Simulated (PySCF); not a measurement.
TiI3: what the settings change

TiI3 holds Ti(III), d1, at total charge 0. The structure is a PBE0-D3(BJ)/def2-TZVP geometry optimised for multiplicity 2; coordination trigonal planar, point group D3h, metal–donor distances 2.55 Å.

```
4

Ti    0.0000    0.0000    0.0000
I     2.5492    0.0000    0.0000
I    -1.2746    2.2077    0.0000
I    -1.2746   -2.2077    0.0000
```

Method (PySCF 2.14, density fitting): CASSCF(1,5) with orbitals averaged over all microstates of the shell, strongly contracted NEVPT2 on the averaged canonical orbitals; basis x2c-TZVPall on the metal, x2c-SVPall elsewhere; spin-free X2C; gas phase; spin-orbit coupling by state interaction with the mean-field operator over all roots.

Base run: NEVPT2 ground state 2A1', next 2E'' at 3387, then 2E' at 11968 cm⁻¹, ζ 32 cm⁻¹, g 1.847 1.847 2.000, μeff(300 K) 1.82 μB.

Q: What happens with the basis x2c-TZVPall on all atoms?

A: NEVPT2 ground state 2A1', next 2E'' at 3290, then 2E' at 11693 cm⁻¹, ζ 28 cm⁻¹, g 1.845 1.845 2.000, μeff(300 K) 1.83 μB. It took 49 s against 20 s on a shared host of the same kind.

Charge-transfer states lie outside this active space and may come lower than some of these levels. NEVPT2 lifts 2E'' from 2397 to 3387 cm⁻¹; on the d shell alone such lifts tend to overshoot. NEVPT2 on the d shell alone tends to put d–d bands too high for such charged or covalently bound ions.
